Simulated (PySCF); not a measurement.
H₅Sb, SMILES [SbH5].

The structure is a stationary point at r2SCAN-D4/def2-TZVP. The def2 effective core potentials stand for the cores of Sb; spin–orbit coupling is left out.

All values below come from PBE/def2-TZVPD (PySCF).

The molecule is in vacuum.

**Question.** Estimate the frontier levels, gap, dipole moment and polarisability. (The exact figures need the calculation; the answer reports its results.)

**Answer.** 
```yaml
highest_occupied_level: -5.34 eV
lowest_empty_level: -1.81 eV
orbital_gap: 3.53 eV
dipole_moment: 0.00 D
quadrupole, principal values (traceless, Buckingham form, about the centre of nuclear charge): -5.02, 2.51, 2.51 D·Å
mean_static_polarisability: 52.9 bohr³ (7.83 Å³)
polarisability_principal_values: 49.5, 49.5, 59.7 bohr³
```
